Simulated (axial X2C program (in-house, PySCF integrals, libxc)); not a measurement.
## Bond lengths and stretching modes, held linear, of RuNC

Computed with an axial X2C code built on PySCF integrals: two-component X2C with atomic mean-field Coulomb and Gaunt terms, Gaussian nuclei, basis Ru dyall-v3z, N dyall-av3z, C dyall-v3z with contracted cores. Spin-free rows use the one-electron spin-free X2C Hamiltonian.

Masses Ru 101.904, N 14.003, C 12.000 u. States: 2c Ω = 9/2 (beyond evenly filled blocks: ω = 1/2, ω = 3/2, ω = 5/2); spin-free M_S = 3/2, Λ = 0 (beyond evenly filled blocks: σα, δ+α, δ-α).

HF, 2c: energies above the lowest point

```
r(Ru–N) (Å)  r(N–C) (Å)  E (meV)
     1.8925      1.1476   235.21
     1.8925      1.1770   265.63
     1.8925      1.2064   388.76
     1.9410      1.1476    99.36
     1.9410      1.1770   132.28
     1.9410      1.2064   258.15
     1.9410      1.2359   461.21
     1.9895      1.1476    11.69
     1.9895      1.1770    46.50
     1.9895      1.2064   174.44
     2.0381      1.1770     0.00
     2.0381      1.2359   336.64
```

Fit a quadratic surface with cubic terms in each bond: where is the minimum, and what are the two stretching wavenumbers?

At HF, 2c: bonds 2.099 and 1.151 Å; harmonic stretches 334.7 and 2288.3 cm⁻¹; force constants 1.38, 19.9 and coupling 0.24 mdyn/Å.

The other levels and Hamiltonians give:

```
Hamiltonian  level  r(Ru–N) (Å)  r(N–C) (Å)  lower stretch (cm⁻¹)  upper stretch (cm⁻¹)
         2c   PBE0        1.941       1.176                 443.2                2106.6
         2c  B3LYP        1.956       1.176                 436.2                2081.0
         2c    MP2        1.981       1.187                 417.2                2076.1
  spin-free   PBE0        1.957       1.172                 455.3                2140.5
  spin-free     HF        2.079       1.150                 353.9                2305.0
  spin-free  B3LYP        1.975       1.173                 442.9                2116.0
  spin-free    MP2        1.975       1.187                 441.1                2036.3
```

Each state is one determinant, the lowest of a limited PBE0 search; the stretches come from a fit to these few points and carry an uncertainty of a few per cent. Other orders of the atoms were not compared. The levels spread by more than a fifth, so the stretches depend strongly on the method. MP2 freezes inner shells (threshold -2 hartree). The molecule was held linear; bending was not examined, so a bent shape may lie lower. Note: several unpaired electrons, one determinant need not be a pure state.
